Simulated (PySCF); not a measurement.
Compound: C3H7NOSi.
Structure used (PBE0-D3(BJ)/def2-SVP), in Å, numbered top down from 1:
```
atom  x, y, z in Å
C1     2.178   -0.277    0.180
O2     0.862   -0.460   -0.276
Si3   -0.507   -0.176    0.605
C4    -1.982   -0.388   -0.491
C5    -0.433    1.597    1.203
N6    -0.364    2.699    1.561
H7     2.368    0.772    0.468
H8     2.869   -0.540   -0.634
H9     2.406   -0.922    1.047
H10   -0.546   -1.007    1.843
H11   -2.020   -1.416   -0.883
H12   -2.911   -0.190    0.064
H13   -1.925    0.308   -1.340
```

All values: wB97X-D/def2-SVPD (PySCF, non-relativistic), on one gas-phase PBE0-D3(BJ)/def2-SVP geometry that isn't relaxed in the solvent. The solvent is an IEF-PCM continuum (Bondi radii, 1.10 Å for H, scaled by 1.2). Specific hydrogen bonds and non-electrostatic terms are outside this model.

Gas phase at wB97X-D/def2-SVPD: HOMO -10.64 eV, LUMO 1.14 eV, dipole 3.36 D.

Problem. What does the continuum do to the energy, the frontier levels and the dipole at wB97X-D/def2-SVPD in chloroform and dichloromethane?

Solution. 
```tsv
solvent	ε	E(solvent) − E(gas) (kcal/mol)	polarisation term (kcal/mol)	distortion of the solute (kcal/mol)	HOMO (eV)	LUMO (eV)	dipole (D)
chloroform	4.711	-4.39	-4.97	0.58	-10.48	1.11	4.00
dichloromethane	8.93	-5.21	-6.02	0.81	-10.46	1.10	4.12
```

Polarisation term: ½ Σ q·V over the induced surface charges. Distortion: the rise of the solute's own energy as its density leaves the gas-phase optimum. From chloroform to dichloromethane the lowering changes by a factor 1.19, Onsager's factor (ε − 1)/(2ε + 1) by 1.18 and ε itself by 1.9.

Problem. Which radius a makes the point-dipole formula ΔE = −[(ε − 1)/(2ε + 1)]·μ²/a³ give the value in dichloromethane, with the gas-phase dipole?

Solution. μ = 1.324 au and |ΔE| = 0.00830 Eh give a = 2.36 Å; the farthest nucleus lies 3.05 Å from the centroid of the nuclei, so such a sphere wouldn't even hold the nuclei. The formula assumes a rigid point dipole at the centre of a sphere.

Problem. Give the dipole vector in the frame of the coordinates (D, pointing from negative to positive charge), gas and dichloromethane.

Solution. Gas (-0.02, -3.23, -0.93), solvent (-0.09, -3.99, -1.02). Its length changes by +22 % and its direction by 2°.

Problem. How does the static polarisability (wB97X-D/def2-SVPD, frozen core, with the continuum's full static response) change?

Solution. 
```json
{"medium": "gas", "isotropic (au)": "68.1", "principal values (au)": "58.3, 70.5, 75.5", "⟨r²⟩ of the electrons (bohr²)": "818.5"}
{"medium": "chloroform", "isotropic (au)": "81.9", "principal values (au)": "71.5, 82.5, 91.7", "⟨r²⟩ of the electrons (bohr²)": "818.9"}
{"medium": "dichloromethane", "isotropic (au)": "85.1", "principal values (au)": "74.9, 85.0, 95.3", "⟨r²⟩ of the electrons (bohr²)": "819.0"}
```

The isotropic value in dichloromethane is 1.25 times the gas-phase one; no cavity-field correction is applied. ⟨r²⟩ is taken about the centre of nuclear charge.

wB97X-D is run here without its empirical dispersion term; that term would change no orbital, density or response property at a fixed geometry.
